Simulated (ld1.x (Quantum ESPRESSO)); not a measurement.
How hard is this barium RRKJ potential?

- Element: barium
- Generator: ld1.x (Quantum ESPRESSO) 7.5
- Type: norm-conserving RRKJ (Kleinman–Bylander form)
- Functional: PBE
- Relativity: scalar-relativistic
- Frozen core: [Xe]
- Valence charge: 2
- Reference configuration: 5d0 6s1 6p0 (charge +1)
- Partial waves: 6p (bound, empty): rc 4.15 bohr; 5d (bound, empty): rc 3.65 bohr; 6s (bound): rc 3.10 bohr
- Local potential: the s channel
- Core correction: none

The pseudo-atom Hamiltonian at the reference potential is diagonalised in spherical Bessel functions j_l(qr) that vanish at 20 bohr, with q² up to the cutoff. All-electron valence levels (Ry): 6p -0.3665, 5d -0.5198, 6s -0.5574.

How do the lowest levels (Ry) of each channel move with the cutoff, and are there ghosts?

```json
{"cutoff (Ry)": "8", "p #1": "-0.3665", "d #1": "-0.5170", "s #1": "-0.5559", "f #1": "-0.0912", "Σ f·Δε (mRy)": "1.6"}
{"cutoff (Ry)": "10", "p #1": "-0.3665", "d #1": "-0.5196", "s #1": "-0.5560", "f #1": "-0.0912", "Σ f·Δε (mRy)": "1.5"}
{"cutoff (Ry)": "12", "p #1": "-0.3665", "d #1": "-0.5198", "s #1": "-0.5565", "f #1": "-0.0912", "Σ f·Δε (mRy)": "1.0"}
{"cutoff (Ry)": "15", "p #1": "-0.3665", "d #1": "-0.5198", "s #1": "-0.5570", "f #1": "-0.0912", "Σ f·Δε (mRy)": "0.4"}
{"cutoff (Ry)": "18", "p #1": "-0.3665", "d #1": "-0.5198", "s #1": "-0.5571", "f #1": "-0.0912", "Σ f·Δε (mRy)": "0.3"}
{"cutoff (Ry)": "400", "p #1": "-0.3665", "d #1": "-0.5198", "s #1": "-0.5574", "f #1": "-0.0912", "Σ f·Δε (mRy)": "0.0"}
```

Result: ghost state, extra bound levels that the all-electron valence spectrum of the same l lacks: s at -0.69 eV (a true bound ghost makes a file unfit for plane-wave use); 10 mRy is reached at 6 Ry and 1 mRy at 12 Ry.

Its largest configuration-test error is +814 meV.
